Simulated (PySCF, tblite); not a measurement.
Species: C5H10Si2.
InChI=1S/C5H10Si2/c1-2-3-5-6-4-7-5/h5H,4,6-7H2,1H3

Computed with PBE0/def2-SVPD in PySCF (dipole) on a GFN2-xTB geometry, gas phase.

Masses are those of the commonest isotopes; rigid-rotor values at the optimised geometry. 

(1) Give the principal moments of inertia and the rotational constants in GHz.

(2) Classify the top.

(3) Is it planar, by Δ = Ic − Ia − Ib?

(4) Give the other two planar moments, Paa and Pbb, and the rms extents of the mass along the axes.

(5) Give the coordinates in the principal-axis frame, origin at the centre of mass.

(6) Where do the levels up to J = 2 lie, in MHz?

(7) Which lines would a microwave search look for?

## Answers

(1) Ia = 156.97, Ib = 521.80, Ic = 624.18 u·Å²; 505379 MHz·u·Å²/I gives 3220, 968.5 and 809.7 MHz, that is A = 3.2195, B = 0.9685, C = 0.8097 GHz.

(2) An asymmetric top: κ = (2 × 968.5 − 3220 − 809.7)/(3220 − 809.7) = -0.87.

(3) Not planar: Δ = Ic − Ia − Ib = -54.59 u·Å². For a rigid frame Δ = −2 Σ m c², so Σ m c² = 27.30 u·Å² lies off the ab plane: 12.77 from hydrogen and 14.53 from heavier atoms. The atom farthest from that plane is 1.85 Å away.

(4) Paa = Σ m a² = (Ib + Ic − Ia)/2 = 494.50 and Pbb = Σ m b² = (Ia + Ic − Ib)/2 = 129.68 u·Å². With the mass M = 126.03 u, the rms extents √(P/M) along a, b and c are 1.98, 1.01, 0.47 Å.

(5) The sense of each axis is arbitrary; atoms in the order of the calculation.
```csv
atom,mass (u),a (Å),b (Å),c (Å)
C1,12.000,3.862,0.000,0.402
C2,12.000,2.473,-0.001,-0.015
C3,12.000,1.327,-0.001,-0.373
C4,12.000,-0.053,-0.001,-0.756
Si5,27.977,-1.165,1.390,0.004
C6,12.000,-2.355,0.001,0.582
Si7,27.977,-1.167,-1.390,0.005
H8,1.008,3.929,-0.123,1.484
H9,1.008,4.338,0.942,0.127
H10,1.008,4.401,-0.818,-0.078
H11,1.008,-0.105,0.000,-1.848
H12,1.008,-1.719,2.325,-0.980
H13,1.008,-0.525,2.123,1.096
H14,1.008,-3.314,0.001,0.070
H15,1.008,-2.575,0.002,1.646
H16,1.008,-1.723,-2.326,-0.977
H17,1.008,-0.529,-2.124,1.096
```

(6) Above 0(0,0):
J = 1: 1(0,1) 1778, 1(1,1) 4029, 1(1,0) 4188
J = 2: 2(0,2) 5326, 2(1,2) 7427, 2(1,1) 7903, 2(2,1) 14656, 2(2,0) 14664

(7) The dipole components are |μa| = 0.54 D, |μb| = 0.00 D, |μc| = 0.13 D. Intensities carry the squares of the components, which stand as 1.00 : 0.00 : 0.06 (a : b : c). Some of the stronger lines:

```
type  branch         J(Ka,Kc)    MHz  lower level (cm⁻¹)
   a       Q  2(1,1) ← 2(1,2)    477               0.248
   a       Q  3(1,2) ← 3(1,3)    953               0.418
   a       R  1(0,1) ← 0(0,0)   1778               0.000
   c       Q  3(1,3) ← 3(0,3)   1889               0.355
   c       Q  1(1,1) ← 1(0,1)   2251               0.059
   a       R  2(1,2) ← 1(1,1)   3398               0.134
   a       R  2(0,2) ← 1(0,1)   3548               0.059
   a       R  2(1,1) ← 1(1,0)   3715               0.140
   c       R  1(1,0) ← 0(0,0)   4188               0.000
   a       R  3(1,3) ← 2(1,2)   5091               0.248
   a       R  3(0,3) ← 2(0,2)   5302               0.178
   a       R  3(2,2) ← 2(2,1)   5335               0.489
   a       R  3(2,1) ← 2(2,0)   5367               0.489
   a       R  3(1,2) ← 2(1,1)   5568               0.264
   c       R  2(1,1) ← 1(0,1)   6125               0.059
   c       Q  3(2,2) ← 3(1,2)   6520               0.449
   c       Q  2(2,1) ← 2(1,1)   6753               0.264
   c       R  2(2,1) ← 1(1,1)  10627               0.134
   c       R  3(2,1) ← 2(1,1)  12128               0.264
   c       R  3(2,2) ← 2(1,2)  12564               0.248
   c       R  3(3,0) ← 2(2,0)  16984               0.489
   c       R  3(3,1) ← 2(2,1)  16992               0.489
```

Its lowest GFN2-xTB frequency is 4 cm⁻¹, too small to tell a flat minimum from a shallow saddle. No vibrational averaging or centrifugal distortion is included, and the geometry carries the error of its method. A rigid rotor knows nothing of internal rotation, which can split or shift real lines.
